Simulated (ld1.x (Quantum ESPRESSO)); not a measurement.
## Building the TM potential for Hg (PBE, non-relativistic).

The input file (ld1.x (Quantum ESPRESSO) 7.5):

```
&input
   title='Hg', zed=80., rel=0, dft='PBE', iswitch=3,
   config='[Xe] 4f14 5d10 6s2 6p0',
   nld=3, rlderiv=2.15, eminld=-9.0, emaxld=5.0, deld=0.04
 /
 &inputp
   pseudotype=2, tm=.true., lloc=0,
   nlcc=.true., rcore=0.40,
   file_pseudopw='Hg.UPF', file_wfcaegen='ae.wfc', file_wfcncgen='nc.wfc', file_beta='beta', file_chi='chi'
 /
3
5P  2  1   6.00   0.00  0.50  0.50  0.0
5D  3  2  10.00   0.00  1.95  1.95  0.0
5S  1  0   2.00   0.00  1.60  1.60  0.0
 &test
   configts(1)='5s2 5p6 5d10 6s2 6p0'
 /
```

Command:

```bash
ld1.x < Hg.in > Hg.out
```

Output (shortened: banner, matrices, multipoles, cross overlaps and the repeated all-electron block are left out):

```
[... start of the log left out ...]

       r > 0.40 : true rho core
       r < 0.40 : rho core = a sin(br)/r    a= 252.74  b=   5.29

      Integrated core pseudo-charge :  38.88

      Wfc   5P  rcut= 0.506  Using Troullier-Martins method

      Wfc   5D  rcut= 1.950  Using Troullier-Martins method

       Warning: n=2, l=1 expected 0 nodes, found 3
       Setting wfc to zero for this iteration
       (This warning will only be printed once per wavefunction)

     ------------------- End of pseudopotential generation -------------------

     Computing logarithmic derivative in   2.14201

       Warning: n=3, l=2 expected 0 nodes, found 1
       Setting wfc to zero for this iteration
       (This warning will only be printed once per wavefunction)

       Warning: n=2, l=0 expected 1 nodes, found 0
       Setting wfc to zero for this iteration
       (This warning will only be printed once per wavefunction)

       Warning: n=1, l=0 expected 0 nodes, found 2
       Setting wfc to zero for this iteration
       (This warning will only be printed once per wavefunction)

 %%%%%%%%%%%%%%%%%%%%%%%%%%%%%%%%%%%%%%%%%%%%%%%%%%%%%%%%%%%%%%%%%%%%%%%%%%%%%%
     Error in routine run_pseudo (1):
     Errors in PS-KS equation
 %%%%%%%%%%%%%%%%%%%%%%%%%%%%%%%%%%%%%%%%%%%%%%%%%%%%%%%%%%%%%%%%%%%%%%%%%%%%%%

     stopping ...
```

The run stopped because the pseudo-atom solver did not find the valence states with the expected number of nodes, which is the usual sign of a ghost state.

The run took about 0.81 s on one core of a shared server CPU.
